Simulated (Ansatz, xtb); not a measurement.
Species: FeBr, net charge 0, sextet state. The spin state was set by rule; other spins were not relaxed. 
Coordinates optimised at B3LYP-D3(BJ)/def2-TZVP (Ansatz, an electronic-structure program):
```
Fe
Br 1 2.3540
```
Charge 0, spin multiplicity 6.

Harmonic wavenumbers from GFN2-xTB (xtb, at its own minimum), cm⁻¹: 346.

Task: Give the harmonic wavenumbers at B3LYP-D3(BJ)/def2-TZVP (Ansatz, finite differences of forces, unscaled).

Result: 284 cm⁻¹. Zero-point energy 0.4 kcal/mol.

Task: From these and the geometry, give the ideal-gas thermochemistry at 298.15 K and 1 atm (rigid rotor, harmonic oscillator).

Result: Point group C∞v, rotational symmetry number 1. Rotational constants 2.774, 2.774 GHz. S(trans) 40.63, S(rot) 17.32, S(vib) 1.51, S(elec, spin only) 3.56, S 63.0 cal/(mol K). H(298) - H(0) 2.35 kcal/mol; G - E(el) -16.0 kcal/mol.
